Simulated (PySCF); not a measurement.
Correlation energy of Tc⁺ (technetium, charge +1)

[Kr] 4d6, high-spin 5D determinant (an excited configuration). Calculation: PySCF 2.14, in def2-TZVPPD with the def2 core potential (28 electrons); a scalar-relativistic core potential. Frozen: nothing; 14 electrons correlated.

```csv
level,correlation energy (mhartree)
CCSD,-389.75
(T),-10.70
CCSD(T),-400.45
```

Diagnostics: T1 = 0.0055, D1 = 0.0164, largest double amplitude 0.035.

Cost of the coupled-cluster step: roughly 5 core-seconds, for 14 correlated electrons.

Iterations:

```
CC2 = 0
CCSD nocc = (np.int64(9), np.int64(5)), nmo = (56, 56)
frozen orbitals [[], []]
max_cycle = 100
direct = 0
conv_tol = 1e-08
conv_tol_normt = 1e-06
diis_space = 8
diis_start_cycle = 0
Init t2, MP2 energy = -0.383941157613206
Init E_corr(UCCSD) = -0.383941157620008
cycle = 1  E_corr(UCCSD) = -0.384167390426353  dE = -0.000226232806  norm(t1,t2) = 0.0382565
cycle = 2  E_corr(UCCSD) = -0.388840923146207  dE = -0.00467353272  norm(t1,t2) = 0.0122038
cycle = 3  E_corr(UCCSD) = -0.389414867663644  dE = -0.000573944517  norm(t1,t2) = 0.00725119
cycle = 4  E_corr(UCCSD) = -0.389840151707816  dE = -0.000425284044  norm(t1,t2) = 0.00423316
cycle = 5  E_corr(UCCSD) = -0.389722923123656  dE = 0.000117228584  norm(t1,t2) = 0.00211907
cycle = 6  E_corr(UCCSD) = -0.389726138305979  dE = -3.21518232e-06  norm(t1,t2) = 0.000851469
cycle = 7  E_corr(UCCSD) = -0.389768146783149  dE = -4.20084772e-05  norm(t1,t2) = 0.000418297
cycle = 8  E_corr(UCCSD) = -0.389750595396252  dE = 1.75513869e-05  norm(t1,t2) = 0.000211914
cycle = 9  E_corr(UCCSD) = -0.389748638741544  dE = 1.95665471e-06  norm(t1,t2) = 0.000103242
cycle = 10  E_corr(UCCSD) = -0.389753174312167  dE = -4.53557062e-06  norm(t1,t2) = 5.03772e-05
cycle = 11  E_corr(UCCSD) = -0.389752143163475  dE = 1.03114869e-06  norm(t1,t2) = 2.34816e-05
cycle = 12  E_corr(UCCSD) = -0.389752194414427  dE = -5.12509517e-08  norm(t1,t2) = 1.27986e-05
cycle = 13  E_corr(UCCSD) = -0.389751995621712  dE = 1.98792715e-07  norm(t1,t2) = 5.57167e-06
cycle = 14  E_corr(UCCSD) = -0.38975209857396  dE = -1.02952248e-07  norm(t1,t2) = 1.9462e-06
cycle = 15  E_corr(UCCSD) = -0.389752093860806  dE = 4.7131537e-09  norm(t1,t2) = 7.7573e-07
UCCSD converged
E(UCCSD) = -80.24335875254216  E_corr = -0.3897520938608059
UCCSD(T) correction = -0.0106997599884942
```

The basis has no tight functions for the innermost shells, so their pair energies are far from complete.

This basis was not built for core-valence correlation, so the inner-shell part is incomplete.
